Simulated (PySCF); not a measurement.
Isomers of C7H5NO.

All values: CAM-B3LYP/def2-SVPD (PySCF) at GFN2-xTB geometries, gas phase, one conformer each. Core orbitals are frozen in the response; Δα² is half the sum of the squared differences of the principal polarisabilities.

(1) Rank by HOMO–LUMO gap, highest first.
A. benzoxazole (`c1ccc2ocnc2c1`)
B. `[N:1]#[C:2][c:3]1[cH:4][cH:5][cH:6][cH:7][c:8]1[OH:9]` with C7–C8–O9–H 180° (ortho-cyanophenol)
C. `[CH:1]#[C:2][C:3]#[C:4][C:5](=[O:6])[NH:7][CH:8]=[CH2:9]` with C4–C5–N7–C8 180°, C5–N7–C8–C9 180°

(2) Rank by dipole moment, highest first.
A. `[CH:1]#[C:2][C:3]#[C:4][C:5](=[O:6])[NH:7][CH:8]=[CH2:9]` with C4–C5–N7–C8 180°, C5–N7–C8–C9 180°
B. `[CH:1]#[C:2][C:3](=[O:4])[C:5](=[CH2:6])[CH2:7][C:8]#[N:9]` with C2–C3–C5–C6 -5°, C3–C5–C7–C8 150°
C. `c1cc2ccoc2cn1`
D. `[N:1]#[C:2][c:3]1[cH:4][cH:5][cH:6][cH:7][c:8]1[OH:9]` with C7–C8–O9–H 180° (ortho-cyanophenol)
E. benzoxazole, `c1ccc2ocnc2c1`

Answers

(1) A (8.33 eV), B (7.90 eV), C (7.15 eV).

(2) B (4.21 D), A (3.87 D), D (3.60 D), C (3.07 D), E (1.37 D).

All values together:

```tsv
SMILES	μ (D)	HOMO (eV)	LUMO (eV)	α (Å³)	Δα (Å³)
c1ccc2ocnc2c1	1.37	-8.28	0.05	12.60	8.73
C#CC(=O)C(=C)CC#N	4.21	-9.93	-1.69	12.63	7.18
c1cc2ccoc2cn1	3.07	-8.35	-0.13	12.63	8.62
N#Cc1ccccc1O	3.60	-8.50	-0.59	13.04	9.29
C#CC#CC(=O)NC=C	3.87	-8.28	-1.12	16.11	17.84
```

Conformers: `[CH:1]#[C:2][C:3](=[O:4])[C:5](=[CH2:6])[CH2:7][C:8]#[N:9]` with C2–C3–C5–C6 -5°, C3–C5–C7–C8 150°; `[N:1]#[C:2][c:3]1[cH:4][cH:5][cH:6][cH:7][c:8]1[OH:9]` with C7–C8–O9–H 180°; `[CH:1]#[C:2][C:3]#[C:4][C:5](=[O:6])[NH:7][CH:8]=[CH2:9]` with C4–C5–N7–C8 180°, C5–N7–C8–C9 180°.
